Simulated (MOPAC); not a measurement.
MOPAC input (MNDO):

```
MNDO 1SCF UHF MS=0.5 GEO-OK AUX(PRECISION=9) THREADS=1
C4H

C    -2.01841000 1   -0.14915600 1    0.27296700 1
C    -0.77198500 1    0.03139200 1    0.05420300 1
C     0.55209100 1    0.04112100 1   -0.07484700 1
C     1.76745600 1    0.06286300 1   -0.20057400 1
H     2.82509200 1    0.08267800 1   -0.31049200 1
```

Output:

```
 *******************************************************************************
 **                                                                           **
 **                              MOPAC v23.2.5                                **
 **                                                                           **
 *******************************************************************************
 ** MOPAC's Digital Object Identifier: https://doi.org/10.5281/zenodo.6511958 **
 **                                                                           **
 ** Please cite the open-source release paper for use of this MOPAC version:  **
 ** J. E. Moussa and J. J. P. Stewart (2026)                                  **
 ** MOPAC: An open-source semiempirical molecular orbital program             **
 ** J. Open Source Softw., 11(119), 8025, https://doi.org/10.21105/joss.08025 **
 *******************************************************************************

                              MNDO CALCULATION RESULTS

 *******************************************************************************
 *  MNDO       - The MNDO Hamiltonian to be used
 *  GEO-OK     - OVERRIDE INTERATOMIC DISTANCE AND OTHER SAFETY CHECKS
 *  UHF        - UNRESTRICTED HARTREE-FOCK CALCULATION
 *  MS=        - IN MECI, MAGNETIC COMPONENT OF SPIN =  0.5
 *  1SCF       - DO 1 SCF AND THEN STOP
 *  AUX        - OUTPUT AUXILIARY INFORMATION
 *******************************************************************************
MNDO 1SCF UHF MS=0.5 GEO-OK AUX(PRECISION=9) THREADS=1
 C4H

   ATOM   CHEMICAL          X               Y               Z
  NUMBER   SYMBOL      (ANGSTROMS)     (ANGSTROMS)     (ANGSTROMS)

     1       C         -2.01841000  *  -0.14915600  *   0.27296700  *
     2       C         -0.77198500  *   0.03139200  *   0.05420300  *
     3       C          0.55209100  *   0.04112100  *  -0.07484700  *
     4       C          1.76745600  *   0.06286300  *  -0.20057400  *
     5       H          2.82509200  *   0.08267800  *  -0.31049200  *

          CARTESIAN COORDINATES

    NO.       ATOM           X           Y           Z

     1         C         -2.0184     -0.1492      0.2730
     2         C         -0.7720      0.0314      0.0542
     3         C          0.5521      0.0411     -0.0748
     4         C          1.7675      0.0629     -0.2006
     5         H          2.8251      0.0827     -0.3105

  H: (MNDO): M.J.S. DEWAR, W. THIEL, J. AM. CHEM. SOC., 99, 4899, (1977)
  C: (MNDO): M.J.S. DEWAR, W. THIEL, J. AM. CHEM. SOC., 99, 4899, (1977)

           Empirical Formula: C4 H  =     5 atoms

      MOLECULAR POINT GROUP   :   C2v

          UHF CALCULATION, NO. OF ALPHA ELECTRONS =    9
                           NO. OF BETA  ELECTRONS =    8

 -------------------------------------------------------------------------------
 MNDO 1SCF UHF MS=0.5 GEO-OK AUX(PRECISION=9) THREADS=1
 C4H

     1SCF WAS SPECIFIED, SO BFGS WAS NOT USED
     SCF FIELD WAS ACHIEVED

                              MNDO CALCULATION
                                                       MOPAC v23.2.5 Linux

          FINAL HEAT OF FORMATION =        197.13973 KCAL/MOL =     824.83261 KJ/MOL

          COSMO AREA              =         98.62 SQUARE ANGSTROMS
          COSMO VOLUME            =         80.41 CUBIC ANGSTROMS

          IONIZATION POTENTIAL    =          9.515316 EV
          ALPHA SOMO LUMO (EV)    =        -10.011  0.158
          BETA  SOMO LUMO (EV)    =         -9.515 -2.212
          NO. OF ALPHA ELECTRONS  =          9
          NO. OF BETA  ELECTRONS  =          8
          MOLECULAR WEIGHT        =         49.0519         POINT GROUP:  C2v

          MOLECULAR DIMENSIONS (Angstroms)

            Atom       Atom       Distance
            H     5    C     1     4.88402
            C     2    C     1     0.13830
            H     5    C     3     0.00000

          SCF CALCULATIONS        =          1

   ATOM   CHEMICAL          X               Y               Z
  NUMBER   SYMBOL      (ANGSTROMS)     (ANGSTROMS)     (ANGSTROMS)

     1       C         -2.01841000  *  -0.14915600  *   0.27296700  *
     2       C         -0.77198500  *   0.03139200  *   0.05420300  *
     3       C          0.55209100  *   0.04112100  *  -0.07484700  *
     4       C          1.76745600  *   0.06286300  *  -0.20057400  *
     5       H          2.82509200  *   0.08267800  *  -0.31049200  *

                             CARTESIAN COORDINATES

   1    C       -2.018410000    -0.149156000     0.272967000
   2    C       -0.771985000     0.031392000     0.054203000
   3    C        0.552091000     0.041121000    -0.074847000
   4    C        1.767456000     0.062863000    -0.200574000
   5    H        2.825092000     0.082678000    -0.310492000

           Empirical Formula: C4 H  =     5 atoms

      MOLECULAR POINT GROUP   :   C2v

          ALPHA EIGENVALUES
 -38.26068 -32.85174 -23.64816 -17.79744 -13.26423 -12.98244 -11.46897 -10.41764
 -10.01139   0.15775   0.46210   2.19103   2.49987   3.60044   5.26019   6.41442
   6.69690

           BETA EIGENVALUES
 -37.85598 -31.89637 -23.31032 -17.56089 -12.85811 -12.21498 -11.22530  -9.51532
  -2.21236   0.53717   1.18448   2.54854   3.00523   4.05470   5.57299   6.54963
   6.86488

              NET ATOMIC CHARGES AND DIPOLE CONTRIBUTIONS

  ATOM NO.   TYPE          CHARGE      No. of ELECS.   s-Pop       p-Pop
    1          C           0.188265        3.8117     1.71773     2.09400
    2          C          -0.275643        4.2756     1.22749     3.04815
    3          C          -0.004472        4.0045     1.15375     2.85072
    4          C          -0.079571        4.0796     1.24273     2.83684
    5          H           0.171421        0.8286     0.82858
 DIPOLE           X         Y         Z       TOTAL
 POINT-CHG.     0.836    -0.133    -0.002     0.846
 HYBRID         1.768     0.312    -0.342     1.828
 SUM            2.604     0.178    -0.344     2.633

          ATOMIC ORBITAL ELECTRON POPULATIONS

     Atom    s        px        py        pz
    1  C   1.71773   1.02288   0.43343   0.63769
    2  C   1.22749   0.92380   0.96752   1.15683
    3  C   1.15375   0.88351   0.98271   0.98450
    4  C   1.24273   0.91429   0.91346   1.00909
    5  H   0.82858

                    (SZ)    =    0.500000
                    (S**2)  =    0.971071

          ATOMIC ORBITAL SPIN POPULATIONS

    Atom   Total    s     px     py     pz
         Atomic
    1  C  0.0347  0.008  0.069  0.076 -0.117
    2  C  0.7380  0.040  0.034  0.432  0.232
    3  C -0.5434 -0.036 -0.041 -0.245 -0.222
    4  C  0.8111  0.043  0.037  0.426  0.305
    5  H -0.0404 -0.040

 **********************
 *                    *
 * JOB ENDED NORMALLY *
 *                    *
 **********************

 == MOPAC DONE ==
```

The geometry given is a B3LYP-D3(BJ)/def2-TZVP minimum.

The determinant is spin-contaminated: <S^2> is 0.97 against 0.75 for a pure state.
